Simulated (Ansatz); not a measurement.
Relaxation of CH4AlFO (8 atoms, charge 0, multiplicity 1), to a largest force component of 0.015 eV/Å in at most 40 steps.

The calculation used Ansatz, RKS B3LYP-D4/def2-SVP.

```xyz
8
Properties=species:S:1:pos:R:3:forces:R:3
O 0.612 1.426 -0.432 -2.85 3.00 -1.44
C 0.459 0.403 0.459 -1.38 -0.97 1.26
F 1.699 -0.033 0.770 1.33 -0.19 0.55
Al -0.472 -1.099 -0.371 -0.47 -1.19 -0.81
H -0.323 1.907 -0.475 2.96 -1.26 0.04
H -0.052 0.746 1.390 0.32 0.25 0.18
H -1.974 -0.923 -0.940 0.26 0.08 0.15
H 0.298 -2.497 -0.608 -0.17 0.28 0.06
```

Q: Where does it end, and by what steps?

A: The run converged. After 20 steps the energy has fallen by 0.721 eV; H8 moved furthest, 0.75 Å. Joined: O1–Al4 (2.75 → 2.00 Å).

```json
{"step": "0", "energy less start (eV)": "0.0000", "largest force component (eV/Å)": "3.000", "accepted": "yes"}
{"step": "1", "energy less start (eV)": "-0.2857", "largest force component (eV/Å)": "1.235", "accepted": "yes"}
{"step": "2", "energy less start (eV)": "-0.3451", "largest force component (eV/Å)": "0.442", "accepted": "yes"}
{"step": "3", "energy less start (eV)": "-0.3757", "largest force component (eV/Å)": "0.295", "accepted": "yes"}
{"step": "4", "energy less start (eV)": "-0.3464", "largest force component (eV/Å)": "1.739", "accepted": "no"}
{"step": "5", "energy less start (eV)": "-0.4191", "largest force component (eV/Å)": "0.279", "accepted": "yes"}
{"step": "6", "energy less start (eV)": "-0.4565", "largest force component (eV/Å)": "0.564", "accepted": "yes"}
{"step": "7", "energy less start (eV)": "-0.5184", "largest force component (eV/Å)": "0.625", "accepted": "yes"}
{"step": "8", "energy less start (eV)": "-0.5973", "largest force component (eV/Å)": "1.196", "accepted": "yes"}
{"step": "9", "energy less start (eV)": "-0.6375", "largest force component (eV/Å)": "2.020", "accepted": "yes"}
{"step": "10", "energy less start (eV)": "-0.6763", "largest force component (eV/Å)": "1.144", "accepted": "yes"}
{"step": "11", "energy less start (eV)": "-0.7009", "largest force component (eV/Å)": "0.704", "accepted": "yes"}
{"step": "12", "energy less start (eV)": "-0.6345", "largest force component (eV/Å)": "1.089", "accepted": "no"}
{"step": "13", "energy less start (eV)": "-0.7187", "largest force component (eV/Å)": "0.133", "accepted": "yes"}
{"step": "14", "energy less start (eV)": "-0.7195", "largest force component (eV/Å)": "0.055", "accepted": "yes"}
{"step": "15", "energy less start (eV)": "-0.7198", "largest force component (eV/Å)": "0.023", "accepted": "yes"}
{"step": "16", "energy less start (eV)": "-0.7204", "largest force component (eV/Å)": "0.041", "accepted": "yes"}
{"step": "17", "energy less start (eV)": "-0.6966", "largest force component (eV/Å)": "0.843", "accepted": "no"}
{"step": "18", "energy less start (eV)": "-0.7212", "largest force component (eV/Å)": "0.044", "accepted": "yes"}
{"step": "19", "energy less start (eV)": "-0.7214", "largest force component (eV/Å)": "0.027", "accepted": "yes"}
{"step": "20", "energy less start (eV)": "-0.7214", "largest force component (eV/Å)": "0.013", "accepted": "yes"}
```

```xyz
8
Properties=species:S:1:pos:R:3
O 0.259 0.803 -0.610
C 0.361 0.284 0.755
F 1.675 0.261 1.129
Al -0.499 -1.042 -0.441
H 0.303 1.763 -0.750
H -0.173 0.964 1.439
H -2.082 -1.029 -0.506
H 0.403 -2.075 -1.223
```

Time of the run: 110 s on 1 thread of Arm Neoverse N1, on a shared host, peak memory 0.15 GiB.
